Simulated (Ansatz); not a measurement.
Input and output for cyclo-(Me2GeNH)3 (C₆H₂₁Ge₃N₃).

```yaml
crystal:
  periodic: [false, false, false]
  atoms:
    - {symbol: Ge, position_ang: [0.362599, -0.137765, -1.830227]}
    - {symbol: C, position_ang: [-0.257709, -1.382533, -3.217426]}
    - {symbol: C, position_ang: [1.902413, 0.920478, -2.461695]}
    - {symbol: N, position_ang: [-0.985774, 1.021762, -1.286839]}
    - {symbol: Ge, position_ang: [-1.608823, 0.913703, 0.471689]}
    - {symbol: C, position_ang: [-2.582801, 2.572515, 0.864774]}
    - {symbol: C, position_ang: [-2.702536, -0.702607, 0.625900]}
    - {symbol: N, position_ang: [-0.210567, 0.749857, 1.702028]}
    - {symbol: Ge, position_ang: [1.074681, -0.556153, 1.395461]}
    - {symbol: C, position_ang: [2.858469, 0.250992, 1.622940]}
    - {symbol: C, position_ang: [0.831908, -2.107001, 2.574455]}
    - {symbol: N, position_ang: [0.741235, -1.160953, -0.329516]}
    - {symbol: H, position_ang: [-1.131894, -1.951770, -2.845602]}
    - {symbol: H, position_ang: [-0.564941, -0.821867, -4.122201]}
    - {symbol: H, position_ang: [0.543117, -2.094524, -3.501721]}
    - {symbol: H, position_ang: [2.715254, 0.251334, -2.807096]}
    - {symbol: H, position_ang: [2.293302, 1.555436, -1.642293]}
    - {symbol: H, position_ang: [1.608636, 1.576856, -3.306026]}
    - {symbol: H, position_ang: [-0.865084, 1.984673, -1.620400]}
    - {symbol: H, position_ang: [-1.910489, 3.451065, 0.796121]}
    - {symbol: H, position_ang: [-3.006210, 2.534800, 1.887498]}
    - {symbol: H, position_ang: [-3.411668, 2.709383, 0.142712]}
    - {symbol: H, position_ang: [-3.085999, -0.817395, 1.658469]}
    - {symbol: H, position_ang: [-3.553036, -0.666774, -0.082206]}
    - {symbol: H, position_ang: [-2.069619, -1.576909, 0.378045]}
    - {symbol: H, position_ang: [0.181017, 1.650344, 2.000081]}
    - {symbol: H, position_ang: [3.648219, -0.507558, 1.453621]}
    - {symbol: H, position_ang: [2.976976, 0.654543, 2.649064]}
    - {symbol: H, position_ang: [3.005134, 1.076304, 0.898640]}
    - {symbol: H, position_ang: [-0.206439, -2.481681, 2.485979]}
    - {symbol: H, position_ang: [1.532332, -2.923702, 2.307234]}
    - {symbol: H, position_ang: [1.013277, -1.819993, 3.628779]}
    - {symbol: H, position_ang: [0.865031, -2.164871, -0.490272]}
basis:
  gaussian: {orbitals: "6-31G*"}
hamiltonian: {xc: {name: revPBE}}
accuracy: high
scf: {omitted_lower_state_checks: [starts]}
output: {forces: true}
```

```sh
$ ansatz run in.yaml --threads 4 --pin off --events-out ev --progress --plain --max-ram 6963MiB
```

Shortened log:

```
Functional definition: revPBE
6646 factors; integrals over basis functions are off by at most 4.0e-8 eV
mean field evaluation 1: about -180507.4678 eV, gradient 1.5e2 eV
mean field evaluation 2: about -180419.5226 eV, gradient 2.3e2 eV
mean field evaluation 4: about -180552.5953 eV, gradient 1.6e1 eV
mean field evaluation 8: about -180553.1695 eV, gradient 1.1e-1 eV
mean field evaluation 16: about -180553.1280 eV, gradient 2.5e-4 eV
mean field -180553.12798174 eV, -6635.2050700233 hartree, gradient 3.7e-8 eV, S^2 0.000000; 0 other end points of the search recorded, 0 dependent functions left out
reference -180553.12798883 eV, -6635.2050702838 hartree; 87, 87 occupied and 195, 195 virtual orbitals, 6646 factors
Total energy: -180553.12798883 eV, -6635.2050702838 hartree
Atom 0 at     0.362599    -0.137765    -1.830227 Å, force     0.126932    -0.005030    -0.086703 eV/Å
Atom 1 at    -0.257709    -1.382533    -3.217426 Å, force    -0.133250    -0.245826    -0.278437 eV/Å
Atom 2 at     1.902413     0.920478    -2.461695 Å, force     0.287567     0.219783    -0.145045 eV/Å
Atom 3 at    -0.985774     1.021762    -1.286839 Å, force    -0.244896     0.219337    -0.303396 eV/Å
Atom 4 at    -1.608823     0.913703     0.471689 Å, force    -0.056687     0.005534     0.015349 eV/Å
Atom 5 at    -2.582801     2.572515     0.864774 Å, force    -0.189797     0.353936     0.077752 eV/Å
Atom 6 at    -2.702536    -0.702607     0.625900 Å, force    -0.193023    -0.315138     0.021059 eV/Å
Atom 7 at    -0.210567     0.749857     1.702028 Å, force    -0.054696     0.193092     0.403766 eV/Å
Atom 8 at     1.074681    -0.556153     1.395461 Å, force     0.155513    -0.028813     0.010720 eV/Å
Atom 9 at     2.858469     0.250992     1.622940 Å, force     0.354056     0.163855     0.072366 eV/Å
Atom 10 at     0.831908    -2.107001     2.574455 Å, force    -0.054763    -0.313683     0.245896 eV/Å
Atom 11 at     0.741235    -1.160953    -0.329516 Å, force     0.029768    -0.313168    -0.045286 eV/Å
Atom 12 at    -1.131894    -1.951770    -2.845602 Å, force     0.134631     0.078868    -0.076447 eV/Å
Atom 13 at    -0.564941    -0.821867    -4.122201 Å, force     0.042406    -0.087491     0.124907 eV/Å
Atom 14 at     0.543117    -2.094524    -3.501721 Å, force    -0.122663     0.086347     0.027161 eV/Å
Atom 15 at     2.715254     0.251334    -2.807096 Å, force    -0.109640     0.101094     0.047315 eV/Å
Atom 16 at     2.293302     1.555436    -1.642293 Å, force    -0.052796    -0.099010    -0.142968 eV/Å
Atom 17 at     1.608636     1.576856    -3.306026 Å, force     0.060087    -0.082511     0.109133 eV/Å
Atom 18 at    -0.865084     1.984673    -1.620400 Å, force     0.038304    -0.037524     0.043785 eV/Å
Atom 19 at    -1.910489     3.451065     0.796121 Å, force    -0.113186    -0.110653     0.017574 eV/Å
Atom 20 at    -3.006210     2.534800     1.887498 Å, force     0.055355     0.011429    -0.152551 eV/Å
Atom 21 at    -3.411668     2.709383     0.142712 Å, force     0.113962    -0.014602     0.115271 eV/Å
Atom 22 at    -3.085999    -0.817395     1.658469 Å, force     0.036313     0.013857    -0.159278 eV/Å
Atom 23 at    -3.553036    -0.666774    -0.082206 Å, force     0.109536    -0.007486     0.115712 eV/Å
Atom 24 at    -2.069619    -1.576909     0.378045 Å, force    -0.156002     0.135740     0.047375 eV/Å
Atom 25 at     0.181017     1.650344     2.000081 Å, force     0.004285    -0.037338    -0.057570 eV/Å
Atom 26 at     3.648219    -0.507558     1.453621 Å, force    -0.108162     0.112930     0.024939 eV/Å
Atom 27 at     2.976976     0.654543     2.649064 Å, force     0.004114    -0.050170    -0.144013 eV/Å
Atom 28 at     3.005134     1.076304     0.898640 Å, force    -0.010196    -0.133312     0.121856 eV/Å
Atom 29 at    -0.206439    -2.481681     2.485979 Å, force     0.171567     0.043782     0.033616 eV/Å
Atom 30 at     1.532332    -2.923702     2.307234 Å, force    -0.100342     0.096194     0.053965 eV/Å
Atom 31 at     1.013277    -1.819993     3.628779 Å, force    -0.025877    -0.047374    -0.146381 eV/Å
Atom 32 at     0.865031    -2.164871    -0.490272 Å, force     0.001578     0.093352     0.008556 eV/Å
Dipole moment:     0.210592     0.080975    -0.053764 e Å
Checks for a lower state left out: starts
```

It took 27 s on 4 threads of Intel Xeon 6975P-C on a shared host, peak host memory 2.8 GiB.

The 6-31G sets use Cartesian d functions.
